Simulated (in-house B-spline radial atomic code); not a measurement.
Ionisation energies with and without relativity, with size and susceptibility from the Dirac run. Dirac energy differences include first-order Breit, QED and recoil terms. NIST's values go from ground level to ground level; the uncertainty of those that are theory runs from under 0.1 % in few-electron ions to several per cent in heavy many-electron ones. Computed with an all-electron radial atomic-structure program (B-spline basis): non-relativistic Hartree-Fock and Dirac-Hartree-Fock, averages of the configuration (point nuclei without relativity, finite nuclei with it).

```csv
ion,configuration,configuration after,ionisation non-relativistic (eV),ionisation Dirac Breit and QED (eV),tabulated value (eV),radius at density 0.001 (bohr),diamagnetic susceptibility (10⁻⁶ cm³/mol)
B,[He] 2s2 2p1,[He] 2s2,7.932,7.929,8.298019,3.901,-12.55
S,[Ne] 3s2 3p4,[Ne] 3s2 3p3,?,?,?,?,?
Cr,[Ar] 3d5 4s1,[Ar] 3d5,?,?,?,?,?
Rb,[Kr] 5s1,[Ar] 3d10 4s2 4p6,3.742,3.799,4.177128,4.441,-52.903
Tc,[Kr] 4d5 5s2,[Kr] 4d5 5s1,?,?,?,?,?
Pd,[Kr] 4d10,[Kr] 4d9,6.669,6.453,8.336839,3.962,-34.041
Eu,[Xe] 4f7 6s2,[Xe] 4f7 6s1,4.496,4.741,5.670385,5.345,-69.867
Gd,[Xe] 4f7 5d1 6s2,[Xe] 4f7 5d1 6s1,4.836,5.196,6.1498,5.325,-68.727
Ho,[Xe] 4f11 6s2,[Xe] 4f11 6s1,4.665,4.971,6.0215,5.241,-64.454
Os,[Xe] 4f14 5d6 6s2,[Xe] 4f14 5d6 6s1,6.294,7.487,8.43823,4.68,-53.882
```

(1) Fill in the row of S.

(2) Fill in the row of Cr.

(3) Fill in the row of Tc.

Answers

(1) ionisation non-relativistic (eV): 10.694; ionisation Dirac Breit and QED (eV): 10.678; tabulated value (eV): 10.36001; radius at density 0.001 (bohr): 4.075; diamagnetic susceptibility (10⁻⁶ cm³/mol): -23.21.

(2) ionisation non-relativistic (eV): 5.552; ionisation Dirac Breit and QED (eV): 5.630; tabulated value (eV): 6.76651; radius at density 0.001 (bohr): 4.451; diamagnetic susceptibility (10⁻⁶ cm³/mol): -31.336.

(3) ionisation non-relativistic (eV): 6.136; ionisation Dirac Breit and QED (eV): 6.392; tabulated value (eV): 7.11938; radius at density 0.001 (bohr): 4.846; diamagnetic susceptibility (10⁻⁶ cm³/mol): -48.727.
